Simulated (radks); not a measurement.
Species: the osmium anion Os-. Configuration: [Xe] 4f14 5d7 6s2. Calculated with a radial shooting solver on a logarithmic mesh with Libxc functionals: scalar-relativistic Kohn-Sham, PBEsol, spin-unpolarised, spherical densities, finite nucleus; Fermi nuclear charge, rms radius 5.4126 fm; hard spherical wall at 20 bohr.

Normalised radial functions P(r) = r R(r), r in bohr:

| r | 4f | 6s | 6p |
|---|---|---|---|
| 0.001074 | 0.0000 | 0.0200 | 0.0001 |
| 0.001764 | 0.0000 | 0.0284 | 0.0002 |
| 0.002873 | 0.0000 | 0.0384 | 0.0003 |
| 0.004718 | 0.0000 | 0.0485 | 0.0008 |
| 0.007687 | 0.0000 | 0.0530 | 0.0017 |
| 0.01262 | 0.0002 | 0.0414 | 0.0034 |
| 0.02056 | 0.0014 | 0.0023 | 0.0060 |
| 0.0335 | 0.0076 | -0.0576 | 0.0082 |
| 0.05501 | 0.0376 | -0.0784 | 0.0061 |
| 0.08961 | 0.1508 | 0.0193 | -0.0041 |
| 0.1472 | 0.4730 | 0.1175 | -0.0117 |
| 0.2397 | 1.0124 | -0.0531 | 0.0041 |
| 0.3937 | 1.3664 | -0.1418 | 0.0163 |
| 0.6413 | 1.0805 | 0.1967 | -0.0137 |
| 1.045 | 0.4923 | 0.1482 | -0.0266 |
| 1.716 | 0.1135 | -0.3924 | 0.0183 |
| 2.795 | 0.0114 | -0.5883 | 0.0714 |
| 4.589 | 0.0003 | -0.3672 | 0.1148 |
| 7.476 | 0.0000 | -0.1256 | 0.1924 |
| 12.28 | 0.0000 | -0.0237 | 0.3398 |
| 20 | 0.0000 | 0.0000 | 0.0000 |

4f: eigenvalue -43.548 eV, 0 radial nodes, <r> = 0.557 bohr, 90 % of the charge inside 0.909 bohr. 6s: eigenvalue 0.202 eV, 5 radial nodes at r = 0.0210, 0.0839, 0.217, 0.496, 1.21 bohr, <r> = 3.45 bohr, 90 % of the charge inside 5.41 bohr. 6p (empty): eigenvalue 2.410 eV, 4 radial nodes at r = 0.0763, 0.221, 0.537, 1.46 bohr, <r> = 12.3 bohr, 90 % of the charge inside 16.4 bohr.
